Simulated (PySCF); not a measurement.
**SMILES F[SiH2]O[C@@]12CC[C@@H]1C2, C₅H₉FOSi**

Geometry:
```
atom   x (Å)   y (Å)   z (Å)
  F1   2.544  -1.595  -1.090
 Si2   2.613  -0.208  -0.272
  O3   1.281   0.655  -0.534
  C4  -0.045   0.462  -0.249
  C5  -0.905  -0.619  -0.897
  C6  -1.642  -0.800   0.448
  C7  -0.749   0.267   1.073
  C8  -0.902   1.553   0.303
  H9   3.616   0.627  -0.892
 H10   2.788  -0.648   1.102
 H11  -1.507  -0.290  -1.743
 H12  -0.321  -1.488  -1.186
 H13  -2.704  -0.557   0.436
 H14  -1.504  -1.787   0.881
 H15  -0.358   0.240   2.075
 H16  -1.845   1.796  -0.165
 H17  -0.368   2.404   0.698
```

Theory: TDDFT LC-wPBE/def2-SVPD circular dichroism and optical rotation, one conformer, gas phase in PySCF 2.14.0. Geometry: GFN2-xTB.

The molecule is flexible and this is one conformer; a measurement averages over conformers.

Stereocentres: C4 R, C7 R.

Give the optical rotatory dispersion at 633, 589.3, 546, 436, 405, 365, 355 nm.

[α] in deg dm⁻¹ (g/mL)⁻¹:
```csv
λ (nm),origin-invariant length gauge,modified velocity gauge,length gauge (centre of mass),isotropic polarisability (au)
633,+47.2,+46.4,+48.8,78.9
589.3,+55.1,+54.1,+56.9,79.2
546,+65.2,+64.0,+67.3,79.5
436,+108.7,+106.6,+112.2,80.6
405,+129.6,+127.0,+133.7,81.2
365,+167.6,+164.1,+172.8,82.1
355,+179.9,+176.1,+185.5,82.3
```

And for the mirror image at 589.3 nm?

-55.1 deg dm⁻¹ (g/mL)⁻¹ (origin-invariant length gauge): the same size and the opposite sign.

What is the molar rotation [Φ] = [α]·M/100 of the geometry above at 589.3 nm?

With M = 132.21 g/mol, +72.9 deg cm² dmol⁻¹ (origin-invariant length gauge).

The first excitation lies at 7.78 eV (159 nm) with R = -2.7 × 10⁻⁴⁰ esu² cm² (velocity form).
